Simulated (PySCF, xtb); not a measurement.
C3H7S, SMILES [CH2]SCC, multiplicity 2. The values are those of a single conformer.

Harmonic wavenumbers (cm⁻¹) from GFN2-xTB (xtb) at its own minimum, in rising order: 96, 199, 247, 285, 351, 514, 668, 786, 889, 911, 1012, 1039, 1078, 1224, 1249, 1342, 1403, 1445, 1483, 1494, 2983, 3008, 3026, 3036, 3044, 3106, 3178.

Task: What does PBE-D3(BJ)/def2-SVP run with PySCF 2.14.0 give at its own minimum? (An estimate is asked for; the answer gives what the named calculation found.)

Result: 109, 214, 237, 281, 357, 381, 644, 742, 839, 881, 956, 1022, 1048, 1219, 1233, 1325, 1338, 1393, 1408, 1423, 2972, 2983, 3045, 3062, 3078, 3081, 3217. Paired by order, the mean absolute difference is 34 cm⁻¹ and the zero-point energies are 55.9 and 55.0 kcal/mol.
